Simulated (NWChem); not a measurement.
System: TiNH₃SO; SMILES [S]=[Ti]([NH2])[OH]

Output (shortened):

```
             Northwest Computational Chemistry Package (NWChem) 7.3.0
             --------------------------------------------------------

 C1  symmetry detected

                             Geometry "geometry" -> ""
                             -------------------------

 Output coordinates in angstroms (scale by  1.889725989 to convert to a.u.)

  No.       Tag          Charge          X              Y              Z
 ---- ---------------- ---------- -------------- -------------- --------------
    1 Ti                  22.0000    -0.02414268    -0.30128915    -0.14787796
    2 S                   16.0000    -0.04547646     1.75623514     0.05017950
    3 O                    8.0000    -1.51641069    -1.25304005     0.11287363
    4 H                    1.0000    -2.42648294    -1.02195122     0.32417857
    5 N                    7.0000     1.64279374    -1.10418420     0.10374097
    6 H                    1.0000     1.80108182    -2.09829328     0.26159979
    7 H                    1.0000     2.51589278    -0.59754665     0.23548883

 Effective nuclear repulsion energy (a.u.)     268.9094861248

  pbe96 is a nonlocal functional; adding pw91lda local functional.

                                 NWChem DFT Module
                                 -----------------

 Summary of "ao basis" -> "ao basis" (spherical)
 ------------------------------------------------------------------------------
       Tag                 Description            Shells   Functions and Types
 ---------------- ------------------------------  ------  ---------------------
 Ti                         pcseg-2                 16       56   6s4p3d2f1g
 S                          pcseg-2                 12       34   5s4p2d1f
 O                          pcseg-2                 10       30   4s3p2d1f
 H                          pcseg-2                  6       14   3s2p1d
 N                          pcseg-2                 10       30   4s3p2d1f

            General Information
            -------------------
          SCF calculation type: DFT
          Wavefunction type:  closed shell.
          No. of atoms     :     7
          No. of electrons :    56
           Alpha electrons :    28
            Beta electrons :    28
          Charge           :     0
          Spin multiplicity:     1
          Use of symmetry is: off; symmetry adaption is: off
          Maximum number of iterations: 150
          AO basis - number of functions:   192
                     number of shells:    66
          Convergence on energy requested:  1.00D-06
          Convergence on density requested:  1.00D-05
          Convergence on gradient requested:  5.00D-04

              XC Information
              --------------
          PerdewBurkeErnzerhof Exchange Functional  1.000
            Perdew 1991 LDA Correlation Functional  1.000 local
           PerdewBurkeErnz. Correlation Functional  1.000 non-local

             Grid Information
             ----------------
          Grid used for XC integration:  medium
          Radial quadrature: Mura-Knowles
          Angular quadrature: Lebedev.
          Tag              B.-S. Rad. Rad. Pts. Rad. Cut. Ang. Pts.
          ---              ---------- --------- --------- ---------
          Ti                  1.40      112          10.0       590
          S                   1.00       88          12.0       590
          O                   0.60       49          12.0       434
          H                   0.35       45          13.0       434
          N                   0.65       49          12.0       434
          Grid pruning is: on
          Number of quadrature shells:   433
          Spatial weights used:  Erf1

      Superposition of Atomic Density Guess
      -------------------------------------

 Sum of atomic energies:       -1376.43279686

      Non-variational initial energy
      ------------------------------

 Total energy =   -1377.036398
 1-e energy   =   -2425.676429
 2-e energy   =     779.730545
 HOMO         =      -0.358452
 LUMO         =      -0.081320

------------------------------------------------------------
EAF file 0: "./job.aoints.0" size=556793856 bytes
------------------------------------------------------------
               write      read    awrite     aread      wait
               -----      ----    ------     -----      ----
     calls:     1062         0         0         0         0
   data(b): 5.57e+08  0.00e+00  0.00e+00  0.00e+00
   time(s): 0.00e+00  0.00e+00  0.00e+00  0.00e+00  0.00e+00
rate(mb/s): 0.00e+00  0.00e+00
------------------------------------------------------------

     ---------------------------------------------
      Total Density - Mulliken Population Analysis
     ---------------------------------------------

    Atom       Charge   Shell Charges
 -----------   ------   -------------------------------------------------------
    1 Ti  22    19.47   2.00  2.00  1.19  0.80  0.30  0.07  6.00  5.54  0.55  0.09  0.36  0.45  0.09  0.00  0.03  0.00
    2 S   16    17.28   2.01  0.40  1.57  1.04  0.92  5.93  0.98  3.08  1.34  0.00  0.02  0.00
    3 O    8     9.02   2.00  0.64  0.87  0.24  2.24  2.35  0.69  0.00  0.00  0.00
    4 H    1     0.65   0.31  0.23  0.02  0.02  0.06  0.01
    5 N    7     8.07   2.00  0.62  0.72  0.16  1.79  2.09  0.69  0.00  0.00  0.00
    6 H    1     0.75   0.35  0.30  0.03  0.01  0.05  0.01
    7 H    1     0.75   0.35  0.30  0.03  0.01  0.05  0.01

   convergence    iter        energy       DeltaE   RMS-Dens  Diis-err
 ---------------- ----- ----------------- --------- --------- ---------
 d= 0,ls=0.0,diis     1  -1378.5729022166 -1.65D+03  2.72D-02  4.14D+00
 d= 0,ls=0.0,diis     2  -1356.7632725296  2.18D+01  1.79D-02  1.85D+02
 d= 0,ls=0.0,diis     3  -1373.3788889371 -1.66D+01  8.34D-03  6.82D+01
 d= 0,ls=0.0,diis     4  -1375.5149228189 -2.14D+00  6.90D-03  4.83D+01
 d= 0,ls=0.0,diis     5  -1375.1300326559  3.85D-01  1.72D-03  5.01D+01
 d= 0,ls=0.0,diis     6  -1375.8092787729 -6.79D-01  4.08D-03  4.23D+01
  Resetting Diis
 d= 0,ls=0.5,diis     7  -1375.8059572470  3.32D-03  2.67D-04  3.86D+01
 d= 0,ls=0.5,diis     8  -1375.9128481052 -1.07D-01  2.59D-02  3.77D+01
 d= 0,ls=0.5,diis     9  -1373.6797542454  2.23D+00  1.30D-02  6.53D+01
 d= 0,ls=0.5,diis    10  -1377.6472798502 -3.97D+00  8.63D-03  1.15D+01
 d= 0,ls=0.5,diis    11  -1378.9659026703 -1.32D+00  2.91D-03  1.14D+00
 d= 0,ls=0.5,diis    12  -1379.1093144175 -1.43D-01  1.02D-03  2.73D-01
 d= 0,ls=0.5,diis    13  -1379.1379162386 -2.86D-02  4.37D-04  5.19D-02
 d= 0,ls=0.5,diis    14  -1379.1436894774 -5.77D-03  2.41D-04  1.84D-02
 d= 0,ls=0.5,diis    15  -1379.1456468461 -1.96D-03  1.52D-04  7.32D-03
 d= 0,ls=0.5,diis    16  -1379.1463642349 -7.17D-04  9.46D-05  3.72D-03
 d= 0,ls=0.5,diis    17  -1379.1466230589 -2.59D-04  6.14D-05  2.72D-03
 d= 0,ls=0.5,diis    18  -1379.1467121348 -8.91D-05  4.20D-05  2.50D-03
 d= 0,ls=0.5,diis    19  -1379.1467588188 -4.67D-05  3.10D-05  2.38D-03
 d= 0,ls=0.5,diis    20  -1379.1468317868 -7.30D-05  3.35D-05  1.93D-03
 d= 0,ls=0.5,diis    21  -1379.1469435909 -1.12D-04  2.67D-05  1.03D-03
 d= 0,ls=0.5,diis    22  -1379.1470122245 -6.86D-05  2.03D-05  5.38D-04
 d= 0,ls=0.5,diis    23  -1379.1470500347 -3.78D-05  1.52D-05  2.77D-04
 d= 0,ls=0.5,diis    24  -1379.1470690077 -1.90D-05  1.20D-05  1.57D-04
 d= 0,ls=0.5,diis    25  -1379.1470799227 -1.09D-05  9.55D-06  9.08D-05
 d= 0,ls=0.5,diis    26  -1379.1470864669 -6.54D-06  7.42D-06  5.11D-05
 d= 0,ls=0.5,diis    27  -1379.1470900570 -3.59D-06  6.06D-06  3.07D-05
 d= 0,ls=0.5,diis    28  -1379.1470923542 -2.30D-06  4.83D-06  1.80D-05
 d= 0,ls=0.5,diis    29  -1379.1470936590 -1.30D-06  4.05D-06  1.16D-05
 d= 0,ls=0.5,diis    30  -1379.1470945655 -9.06D-07  3.38D-06  7.15D-06

         Total DFT energy =    -1379.147095184224
      One electron energy =    -2431.612314206922
           Coulomb energy =      867.480438291898
    Exchange-Corr. energy =      -83.924705394027
 Nuclear repulsion energy =      268.909486124827

 Numeric. integr. density =       55.999999421148

                       DFT Final Molecular Orbital Analysis
                       ------------------------------------

 Vector   26  Occ=2.000000D+00  E=-2.349674D-01
              MO Center= -4.0D-02,  1.3D+00,  2.7D-02, r^2= 2.4D+00
   Bfn.  Coefficient  Atom+Function         Bfn.  Coefficient  Atom+Function
  ----- ------------  ---------------      ----- ------------  ---------------
    69      0.466096  2 S  py                23      0.279703  1 Ti d  2
    72      0.264715  2 S  py                63     -0.231317  2 S  py
    66      0.219819  2 S  py                11      0.171848  1 Ti py
     5     -0.152053  1 Ti s                 21      0.140496  1 Ti d  0
    61      0.118892  2 S  s                  3      0.110095  1 Ti s

 Vector   27  Occ=2.000000D+00  E=-2.256401D-01
              MO Center= -1.8D-02,  1.2D+00,  1.4D-02, r^2= 2.2D+00
   Bfn.  Coefficient  Atom+Function         Bfn.  Coefficient  Atom+Function
  ----- ------------  ---------------      ----- ------------  ---------------
    70      0.460540  2 S  pz                20      0.276084  1 Ti d -1
    73      0.251427  2 S  pz                64     -0.217945  2 S  pz
    67      0.204375  2 S  pz                25      0.130210  1 Ti d -1
    12     -0.112937  1 Ti pz                18      0.089234  1 Ti pz
    30      0.064511  1 Ti d -1              21      0.055876  1 Ti d  0

 Vector   28  Occ=2.000000D+00  E=-2.140618D-01
              MO Center= -1.5D-02,  1.3D+00,  1.1D-02, r^2= 2.2D+00
   Bfn.  Coefficient  Atom+Function         Bfn.  Coefficient  Atom+Function
  ----- ------------  ---------------      ----- ------------  ---------------
    68      0.482936  2 S  px                71      0.265991  2 S  px
    62     -0.229190  2 S  px                65      0.216529  2 S  px
    19      0.206912  1 Ti d -2              10     -0.137289  1 Ti px
    24      0.108969  1 Ti d -2              16      0.097293  1 Ti px
    29      0.082218  1 Ti d -2             145     -0.065602  5 N  px

 Vector   29  Occ=0.000000D+00  E=-1.324033D-01
              MO Center= -3.0D-02, -2.6D-01, -3.7D-01, r^2= 1.9D+00
   Bfn.  Coefficient  Atom+Function         Bfn.  Coefficient  Atom+Function
  ----- ------------  ---------------      ----- ------------  ---------------
    21      0.634046  1 Ti d  0               6      0.323312  1 Ti s
    26      0.257745  1 Ti d  0               5      0.148822  1 Ti s
     4     -0.146686  1 Ti s                 31      0.147329  1 Ti d  0
     3     -0.144221  1 Ti s                138      0.105220  5 N  s
    18     -0.088262  1 Ti pz                72     -0.080858  2 S  py

 Vector   30  Occ=0.000000D+00  E=-9.173638D-02
              MO Center= -1.6D-01, -4.0D-02, -1.1D-01, r^2= 2.0D+00
   Bfn.  Coefficient  Atom+Function         Bfn.  Coefficient  Atom+Function
  ----- ------------  ---------------      ----- ------------  ---------------
    20      0.567630  1 Ti d -1              22     -0.415815  1 Ti d  1
    73     -0.269812  2 S  pz                25      0.222850  1 Ti d -1
    70     -0.201992  2 S  pz               103      0.177139  3 O  pz
    97      0.163210  3 O  pz                27     -0.161902  1 Ti d  1
    30      0.146547  1 Ti d -1             100      0.133497  3 O  pz

 Vector   31  Occ=0.000000D+00  E=-8.888783D-02
              MO Center=  2.0D-01, -2.3D-01, -1.2D-01, r^2= 2.0D+00
   Bfn.  Coefficient  Atom+Function         Bfn.  Coefficient  Atom+Function
  ----- ------------  ---------------      ----- ------------  ---------------
    22      0.590209  1 Ti d  1              20      0.385827  1 Ti d -1
   147      0.250860  5 N  pz                27      0.229086  1 Ti d  1
    73     -0.195457  2 S  pz               141      0.184559  5 N  pz
   144      0.160028  5 N  pz                32      0.155060  1 Ti d  1
    25      0.152006  1 Ti d -1              70     -0.151275  2 S  pz

------------------------------------------------------------
EAF file 0: "./job.aoints.0" size=914358272 bytes
------------------------------------------------------------
               write      read    awrite     aread      wait
               -----      ----    ------     -----      ----
     calls:     1744        30         0     52290     52290
   data(b): 9.14e+08  1.57e+07  0.00e+00  2.74e+10
   time(s): 0.00e+00  0.00e+00  0.00e+00  0.00e+00  0.00e+00
rate(mb/s): 0.00e+00  0.00e+00
------------------------------------------------------------

     ---------------------------------------------
      Total Density - Mulliken Population Analysis
     ---------------------------------------------

    Atom       Charge   Shell Charges
 -----------   ------   -------------------------------------------------------
    1 Ti  22    21.07   2.00  2.00  1.21  0.77  0.24 -0.01  6.00  5.62  0.51  0.20  1.41  0.84  0.23  0.00  0.03  0.00
    2 S   16    16.39   2.01  0.39  1.58  1.05  0.91  5.90  0.90  2.47  1.15  0.00  0.03  0.00
    3 O    8     8.56   2.00  0.62  0.85  0.31  2.02  1.97  0.78  0.00  0.01  0.00
    4 H    1     0.77   0.41  0.25  0.01  0.02  0.07  0.01
    5 N    7     7.56   2.00  0.58  0.72  0.20  1.62  1.71  0.73  0.00  0.01  0.00
    6 H    1     0.83   0.43  0.31  0.02  0.01  0.06  0.00
    7 H    1     0.82   0.42  0.30  0.02  0.01  0.06  0.00

     -------------------------------------------
      Total Density - Lowdin Population Analysis
     -------------------------------------------

    Atom       Charge   Shell Charges
 -----------   ------   -------------------------------------------------------
    1 Ti  22    22.12   2.00  2.00  1.10  0.76  0.23  0.10  5.97  5.07  1.11  0.55  1.26  1.16  0.73  0.00  0.10  0.00
    2 S   16    15.82   1.96  0.82  1.17  0.85  0.72  5.71  1.19  2.13  1.23  0.00  0.03  0.01
    3 O    8     8.00   1.99  0.55  0.55  0.28  1.85  1.88  0.83  0.00  0.04  0.01
    4 H    1     1.07   0.35  0.26  0.07  0.04  0.28  0.07
    5 N    7     6.98   1.98  0.44  0.42  0.21  1.43  1.63  0.79  0.00  0.07  0.01
    6 H    1     1.01   0.36  0.30  0.08  0.02  0.21  0.04
    7 H    1     1.01   0.36  0.30  0.08  0.02  0.20  0.04

     Multipole analysis of the density
     ---------------------------------

     L   x y z        total         alpha         beta         nuclear
     -   - - -        -----         -----         ----         -------
     0   0 0 0     -0.000000    -28.000000    -28.000000     56.000000

     1   1 0 0      0.084646      0.042323      0.042323      0.000000
     1   0 1 0     -1.361306     -0.680653     -0.680653      0.000000
     1   0 0 1     -0.265425     -0.132713     -0.132713      0.000000

     2   2 0 0    -26.053646   -107.293555   -107.293555    188.533464
     2   1 1 0     -1.218477      1.921409      1.921409     -5.061295
     2   1 0 1      0.093459     -0.208098     -0.208098      0.509656
     2   0 2 0    -35.460102   -157.441797   -157.441797    279.423492
     2   0 1 1     -0.201803      0.906189      0.906189     -2.014181
     2   0 0 2    -30.191084    -16.751840    -16.751840      3.312596
```

Level: PBE/pcseg-2. Coordinates come from a PBE0/def2-SVP optimisation.

### Question
Which NWChem input produces such a log?

### Answer
One answer among several that fit: the input that was run:
```
start job
memory heap 200 mb stack 900 mb global 1100 mb
geometry units angstroms noautoz
  Ti     0.011458    -0.308713    -0.158899
  S     -0.232556     1.733062     0.052525
  O     -1.368981    -1.418142     0.094558
  H     -2.298731    -1.288346     0.306693
  N      1.755528    -0.928016     0.088716
  H      2.020529    -1.900152     0.240220
  H      2.568628    -0.330689     0.224399
end
basis spherical
  * library pcseg-2
end
dft
  xc xpbe96 cpbe96
  iterations 150
  semidirect filesize 400000000
  mulliken
end
task dft energy
```
